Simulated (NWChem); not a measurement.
MoO$_{2}$F$_{2}$; SMILES [O]=[Mo](=[O])([F])[F]

def2 effective core potentials on Mo; no spin-orbit coupling.

**Question.** Give the equilibrium geometry at PBE0/def2-SVP with def2 effective core potentials on Mo (NWChem) as a Z-matrix, with the point group.

**Answer.** point group C2v; any orientation.
```
Mo
O 1 1.6601
O 1 1.6601 2 106.31
F 1 1.8361 2 109.67 3 -118.49
F 1 1.8361 2 109.67 3 118.49
```
